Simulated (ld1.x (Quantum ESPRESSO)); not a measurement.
What one change does to a pseudopotential (cobalt (Co), TM)

ld1.x (Quantum ESPRESSO) 7.5 input, shortened:

```
&input
   title='Co', zed=27., rel=1, dft='PBE', iswitch=3,
   config='[Ar] 3d7 4s2 4p0'
 /
 &inputp
   pseudotype=2, tm=.true., lloc=-1, rcloc=2.10,
   nlcc=.true.
 /
3
4S  1  0   2.00   0.00  2.15  2.15  0.0
4P  2  1   0.00   0.00  2.45  2.45  0.0
3D  3  2   7.00   0.00  1.60  1.60  0.0
 &test
   configts(1)='3d7 4s2 4p0'
 /
```

All-electron outer shells of the reference configuration (PBE, scalar-relativistic, ld1.x):

| shell | level (eV) | outermost node (bohr) | outermost maximum (bohr) |
| --- | --- | --- | --- |
| 3s | -102.40 | 0.31 | 0.66 |
| 3p | -65.64 | 0.28 | 0.68 |
| 3d | -8.20 | – | 0.66 |
| 4s | -5.47 | 0.96 | 2.32 |
| 4p | -1.28 | 1.05 | 3.25 |

Change: all radii but the core radius scaled by about 0.86 (s 1.86, p 2.12, d 1.38 bohr); local potential all-electron potential smoothed inside 1.82 bohr (lloc = -1).

Cutoffs: the cutoffs (Ry, on a coarse ladder) from which the occupation-weighted sum of valence levels, in a spherical-Bessel basis at the reference potential, stays within 10 and 1 mRy of its value at 400 Ry; they do not see the model core or the augmentation charge, which bear on the density cutoff. Errors are all-electron minus pseudo energies relative to the spin-unpolarised reference configuration.

How do hardness, ghosts and transferability respond?

The potential gets harder (100 Ry and 180 Ry → 140 Ry and 230 Ry); of the 7 tests that both files solve, the error grows in 1 and shrinks in 1 by more than 15 % and 0.3 meV (median size 39.1 → 38.1 meV); neither file shows a bound ghost. A smaller radius makes the pseudo-wave follow the all-electron one further in, where it bends more sharply, so more plane waves are needed.

| quantity | base | changed |
| --- | --- | --- |
| cutoff, loose | 100 Ry | 140 Ry |
| cutoff, tight | 180 Ry | 230 Ry |
| loose cutoff by channel (10 mRy a level) | s 8 Ry, d 90 Ry | s 8 Ry, d 110 Ry |
| bound ghosts | none | none |
| error for 3d7 4s1 4p0, meV [ΔE 9.03 eV] | -5.6 | -5.6 |
| error for 3d7 4s0 4p0, meV [ΔE 25.82 eV] | -39 | -45 |
| error for 3d6 4s0 4p0, meV [ΔE 61.69 eV] | -234 | -200 |
| error for 3d6 4s2 4p1, meV [ΔE 9.66 eV] | -218 | -156 |
| error for 3d7.5 4s1.5 4p0, meV [ΔE -0.96 eV] | -42 | -38 |
| error for 3d7 4s1 4p1, meV [ΔE 4.35 eV] | -1.6 | -1.6 |
| error for 3d7 4s0 4p2, meV [ΔE 8.98 eV] | -5.9 | -5.6 |
